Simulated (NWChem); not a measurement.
Species: SiH$_{2}$Br$_{2}$; SMILES Br[SiH2]Br

```xyz
5

Si     0.0000     0.0000    -1.0030
Br    -1.8256     0.0000     0.2529
Br     1.8256     0.0000     0.2529
H      0.0000     1.2326    -1.8299
H      0.0000    -1.2326    -1.8299
```
Atoms are numbered in this order, from 1.

Program: NWChem. Pople sets run with spherical d functions. Geometry: optimised at PBE0/def2-SVP.

Problem. Order these runs by computing time, cheapest first, and give rough ratios: B3LYP/def2-SVPD; B3LYP/aug-cc-pVTZ; B3LYP/STO-3G; B3LYP/def2-TZVP.

Solution. B3LYP/STO-3G (1), B3LYP/def2-SVPD (4), B3LYP/def2-TZVP (20), B3LYP/aug-cc-pVTZ (80). Ratios are rough, from one shared machine; the cheapest took about 2.6 core-seconds (a rough figure). What differs between the cheapest and the dearest: highest occupied level (eV) -5.19 → -8.39; orbital gap (eV) 8.33 → 7.26; dipole (D) 1.83 → 1.11.
